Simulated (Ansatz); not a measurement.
The molecule Rb₂, multiplicity 3 (not the ground state: that is measured with 2S+1 = 1). No spin–orbit coupling.

Seven points along R, fitted to fifth degree in 1/R; most abundant isotopes. In def2 and cc sets the state is the lowest found near the PBE0 minimum, followed along R.

Correlated levels freeze the inner cores; with def2 sets outer-core shells near the valence are correlated too.

Codes used: Ansatz (Gaussian basis) for Hartree–Fock, density functionals and correlated methods.  In def2 rows elements past Kr take small-core potentials, without spin–orbit coupling.

What bond length and harmonic frequency does PBE/def2-TZVPP give?

r_e = 5.794 Å, ω_e = 18 cm⁻¹.

What bond length and harmonic frequency does PBE0/def2-TZVPP give?

r_e = 5.895 Å, ω_e = 17 cm⁻¹.

What bond length and harmonic frequency does CCSD(T)/def2-TZVPP give?

r_e = 6.129 Å, ω_e = 15 cm⁻¹.

Ansatz is a program for electronic structure.
